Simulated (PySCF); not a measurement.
# [Nd(S2)2]− at several levels of theory

Computed with PySCF 2.14.0 (density fitting, no spin-orbit coupling) at the geometry relaxed with PBE:

```xyz
5
[Nd(S2)2]− (singlet in the valence; each metal's 4f electrons, 3 of them, lie in its core potential, out of spins and levels)
Nd    0.0000    0.0000    0.0000
S     0.7723    0.7723    2.4453
S    -0.7723   -0.7723    2.4453
S     0.7723   -0.7723   -2.4453
S    -0.7723    0.7723   -2.4453
```

```tsv
level	basis	state	HOMO (eV)	gap (eV)	charge on Nd1 (e)	population of f-type functions on Nd1 (polarisation alone where 4f lies in the core)	dipole about the centre of mass (D)	largest force component (eV/Å)
PBE	Nd lcecp-1-SVP with ECP49, S def2-SVP	singlet	-0.23	1.59	0.55	0.05	0.00	0.00
CAM-B3LYP	the same	singlet	-2.48	5.15	0.66	0.06	0.00	0.10
BLYP	the same	singlet	0.02	1.44	0.46	0.05	0.00	0.35
revPBE	the same	singlet	-0.21	1.70	0.60	0.05	0.00	0.08
PBE	Nd lcecp-1-TZVP with ECP49, S def2-TZVP	singlet	-0.56	1.73	1.06	0.06	0.00	0.33
```

In the lcecp rows the 4f levels are missing from HOMO and gap, and the state counts the valence alone.

Charges are Mulliken's, which hang on the basis. The relaxation used the grid (50, 194), these runs (75, 302) or, all-electron (x2c bases, spin-free X2C Hamiltonian), (99, 590).

Q: What does TPSSh with Nd lcecp-1-SVP with ECP49, S def2-SVP give here?

A: state singlet, HOMO (eV) -0.80, gap (eV) 2.56, charge on Nd1 (e) 0.75, population of f-type functions on Nd1 (polarisation alone where 4f lies in the core) 0.05, dipole about the centre of mass (D) 0.00, largest force component (eV/Å) 0.02. Time: 5.9 s on 2 threads of Intel(R) Xeon(R) 6975P-C (Granite Rapids), with other jobs on the host, from an already converged density.

In the first row's basis the gap widens with exact exchange: 1.4 to 1.7 eV for BLYP, PBE, revPBE (none); 2.6 eV for TPSSh (a fixed share); 5.1 eV for CAM-B3LYP (rising or full at long range).

An lcecp potential fixes the number of 4f electrons, so in runs with it no electron can move into or out of that shell.

The highest filled level of some runs lies above zero, as often for anions with such functionals and bases.
